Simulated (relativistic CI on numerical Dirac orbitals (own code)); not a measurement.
Computed by Dirac-Coulomb-Breit CI, separate exchange-only KLI orbitals for each configuration, a model potential for QED, unscaled Slater integrals (own radial code, finite nucleus).

The strongest absorption lines from the ground level of an ion, among the configurations computed and to levels below about 2290 eV (vacuum wavelength in Å, gf): 5.5210 (0.7), 5.5378 (0.76), 5.5455 (4.3), 5.5508 (2.7), 5.5731 (1.6), 5.8002 (0.47), 5.8732 (0.86), 26.872 (0.76).

(1) Which ion is it?
A. Re⁴⁶⁺
B. Bi⁵⁶⁺
C. Ho⁴⁰⁺
D. Re⁴⁸⁺

## Answers

(1) D. Re⁴⁸⁺ has 27 electrons and the ground level 3s2.3p6.3d9 2D_5/2; the strongest line goes to 3s2.3p6.3d8.4f 2F°_7/2. The pattern of lines fixes the number of electrons, and along that sequence the line energies rise steadily with the charge (about as its square where n changes within one kind of shell, about linearly where n is kept but much faster in heavy ions where fine structure, which grows about as Z⁴, sets the gap, and irregularly where shells cross), which fixes Z. Configurations outside the model, such as inner-shell arrays, can give stronger lines. At this charge energies of transitions that change n are usually good to better than 1 %, and those within a shell (Δn = 0) to a few per cent.

LS names give the leading component of a level, which can be under half, so a name can repeat, a term be missing and a line seem to break the LS rules.
